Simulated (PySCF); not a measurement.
Compound: C3H9NO3SSi.
Structure used (PBE0-D3(BJ)/def2-SVP), in Å, numbered top down from 1:
```
atom  x, y, z in Å
O1     1.311    0.027    1.630
S2     1.762   -0.353    0.308
O3     2.507   -1.579    0.074
O4     2.710    0.868   -0.215
C5     0.389   -0.281   -0.811
C6    -0.344    1.068   -0.772
C7    -1.384    1.060    0.348
N8    -2.003   -0.257    0.326
Si9   -0.967   -1.518   -0.242
H10    3.456    0.457   -0.678
H11    0.812   -0.522   -1.797
H12    0.360    1.909   -0.674
H13   -0.858    1.181   -1.740
H14   -0.893    1.279    1.313
H15   -2.131    1.851    0.163
H16   -2.776   -0.395    0.965
H17   -1.501   -2.287   -1.408
H18   -0.473   -2.498    0.769
```

Method used: TDDFT CAM-B3LYP/def2-SVPD, vertical, gas phase, core orbitals frozen in the response (PySCF).

Transition dipole moments from the ground state, in atomic units and in the frame of the coordinates above (overall signs are arbitrary), for the states with f of 0.002 or more among the lowest 9:

| state | E (eV) | μx | μy | μz |
| --- | --- | --- | --- | --- |
| S1 | 5.981 | 0.123 | -0.069 | 0.147 |
| S3 | 7.050 | 0.098 | -0.178 | -0.102 |
| S5 | 7.508 | 0.168 | 0.063 | 0.044 |
| S6 | 7.620 | 0.164 | -0.087 | 0.225 |
| S7 | 7.778 | -0.146 | 0.165 | -0.045 |
| S8 | 7.976 | 0.301 | 0.240 | 0.341 |
| S9 | 8.037 | 0.362 | 0.033 | 0.002 |

Question: Work out the oscillator strengths.

Answer: f = (2/3) ΔE |μ|² with ΔE in hartree (27.2114 eV).

```tsv
state	|μ|² (au)	|μ| (D)	f
S1	0.041	0.52	0.006
S3	0.052	0.58	0.009
S5	0.034	0.47	0.006
S6	0.085	0.74	0.016
S7	0.050	0.57	0.010
S8	0.265	1.31	0.052
S9	0.132	0.93	0.026
```

Question: Which bond between heavy atoms lies closest to the direction of the S8 transition dipole?

Answer: S2–C5, at 31° from it; next C7–N8 at 47°.

Question: What angle do the transition dipoles of S6 and S8 make?

Answer: |cos θ| = |μa·μb| / (|μa| |μb|) = 0.70, so θ ≈ 45° (taken between 0 and 90°, since the signs are arbitrary).

Question: How is the summed strength of these states shared among x, y and z?

Answer: (2/3) Σ ΔE μα² gives 0.062 for x, 0.025 for y and 0.038 for z, 0.125 in all.

Question: What peak molar absorption coefficient would the strongest computed level give as a lone Gaussian band 0.5 eV wide at half height?

Answer: ε(max) = 2.175×10⁸ f / FWHM, with the width in cm⁻¹. S8: 2.175×10⁸ × 0.0517 / 4033 ≈ 2800 L mol⁻¹ cm⁻¹.

All these states lie below the vertical ionisation energy of 9.14 eV (ΔSCF).

One conformer stands for the species.
